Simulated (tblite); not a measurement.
Compound: C6H12FO (doublet state).
SMILES with atom numbers: `[CH3:1][C:2]([CH3:3])([CH:4][OH:5])[CH2:6][CH2:7][F:8]` (hydrogens: H9, H10, H11 on C1; H12, H13, H14 on C3; H15 on C4; H16 on O5; H17, H18 on C6; H19, H20 on C7)

Computed with GFN2-xTB (tblite), gas phase: L-BFGS steps from a force-field or distance-geometry start until the largest atomic force falls under 0.01 eV/Å.

Step 12: E = -753.2639 eV
```
atom  x, y, z in Å  |  force x, y, z in eV/Å
C1     -1.2284    0.0905    1.4022    0.058  -0.045  -0.120
C2     -0.3966   -0.2130    0.1400    0.318   0.045  -0.180
C3     -0.3077   -1.7380   -0.0623    0.083   0.045   0.065
C4     -1.0132    0.4244   -1.0599    0.053  -0.023  -0.078
O5     -1.2094    1.7793   -1.1121   -0.121  -0.057   0.035
C6      0.9832    0.4799    0.3943    0.014  -0.027  -0.048
C7      2.0376    0.3470   -0.7012   -0.067  -0.047   0.023
F8      3.1493    1.0762   -0.3349   -0.045   0.010   0.009
H9     -2.1907   -0.4018    1.3527   -0.197  -0.049  -0.060
H10    -1.3797    1.1582    1.5136   -0.013   0.096   0.024
H11    -0.7002   -0.2787    2.2730    0.020  -0.007   0.142
H12    -0.8914   -2.0551   -0.9203   -0.051   0.065  -0.085
H13     0.7071   -2.0922   -0.2115    0.073   0.142  -0.010
H14    -0.7067   -2.2566    0.8015   -0.001  -0.031   0.141
H15    -1.0521   -0.0681   -2.0188    0.071  -0.133   0.020
H16    -2.0946    1.9966   -0.7960    0.000   0.155   0.089
H17     0.7720    1.5463    0.4948    0.042   0.030   0.057
H18     1.4196    0.1333    1.3351   -0.072  -0.090  -0.061
H19     2.3974   -0.6779   -0.8362   -0.100  -0.041  -0.017
H20     1.6994    0.7603   -1.6571   -0.066  -0.038   0.053
```

Step 13: E = -753.2748 eV
```
atom  x, y, z in Å  |  force x, y, z in eV/Å
C1     -1.2362    0.0949    1.3976    0.016  -0.039  -0.027
C2     -0.3980   -0.2070    0.1426    0.268   0.094  -0.180
C3     -0.2990   -1.7292   -0.0606    0.077   0.018   0.040
C4     -1.0130    0.4250   -1.0578    0.040   0.006  -0.151
O5     -1.2181    1.7763   -1.1306   -0.140  -0.011   0.077
C6      0.9828    0.4766    0.3988    0.091   0.014  -0.023
C7      2.0314    0.3382   -0.7031   -0.028  -0.011   0.012
F8      3.1476    1.0653   -0.3440   -0.057   0.009   0.009
H9     -2.1996   -0.3939    1.3471   -0.215  -0.077  -0.100
H10    -1.3912    1.1607    1.5210    0.020   0.112  -0.010
H11    -0.7156   -0.2812    2.2682    0.061  -0.016   0.202
H12    -0.8796   -2.0491   -0.9216   -0.031   0.052  -0.008
H13     0.7228   -2.0603   -0.2146    0.044   0.075  -0.008
H14    -0.6858   -2.2529    0.8071    0.004  -0.027   0.083
H15    -1.0517   -0.0686   -2.0127    0.090  -0.220  -0.068
H16    -2.0937    1.9920   -0.7882    0.009   0.185   0.117
H17     0.7875    1.5463    0.5181    0.037  -0.042   0.001
H18     1.4206    0.1138    1.3326   -0.072  -0.088  -0.042
H19     2.3932   -0.6866   -0.8444   -0.138  -0.012   0.021
H20     1.6904    0.7503   -1.6584   -0.077  -0.021   0.055
```

**Question.** Estimate the geometry and energy of step 14. (The exact step hangs on the optimiser's Hessian estimate; all steps are aligned on step 13, rigid shifts and turns removed.)

**Answer.** E = -753.2861 eV, largest force 0.318 eV/Å
```
atom  x, y, z in Å  |  force x, y, z in eV/Å
C1     -1.2439    0.0986    1.3923   -0.034  -0.022   0.077
C2     -0.3953   -0.1996    0.1427    0.088   0.108  -0.095
C3     -0.2886   -1.7201   -0.0581    0.058  -0.001   0.003
C4     -1.0121    0.4254   -1.0581    0.032   0.028  -0.189
O5     -1.2296    1.7724   -1.1481   -0.135   0.029   0.079
C6      0.9839    0.4738    0.4029    0.134   0.045   0.017
C7      2.0246    0.3289   -0.7049    0.022   0.033  -0.005
F8      3.1443    1.0543   -0.3528   -0.044   0.009   0.000
H9     -2.2115   -0.3869    1.3386   -0.133  -0.064  -0.134
H10    -1.4021    1.1645    1.5278    0.056   0.065  -0.050
H11    -0.7306   -0.2837    2.2658    0.054  -0.006   0.180
H12    -0.8680   -2.0409   -0.9228    0.007   0.033   0.089
H13     0.7400   -2.0260   -0.2180    0.010  -0.017  -0.005
H14    -0.6640   -2.2488    0.8144    0.027   0.004  -0.010
H15    -1.0491   -0.0737   -2.0074    0.101  -0.264  -0.146
H16    -2.0927    1.9914   -0.7775    0.013   0.186   0.150
H17     0.8043    1.5457    0.5423    0.037  -0.099  -0.053
H18     1.4197    0.0919    1.3291   -0.052  -0.082  -0.007
H19     2.3861   -0.6961   -0.8526   -0.157   0.012   0.058
H20     1.6793    0.7395   -1.6587   -0.086   0.005   0.041
```

The energy changes by -0.0113 eV. The first-order estimate −F·Δx gives -0.0156 eV and the mean of the old and new forces, exact on a quadratic surface, -0.0113 eV. The step makes an angle of 73° with the force vector and moves no atom by more than 0.039 Å.

The cost below is that of the whole relaxation. On one thread of an Arm Neoverse V1, shared host, this took 0.92 s of wall time.
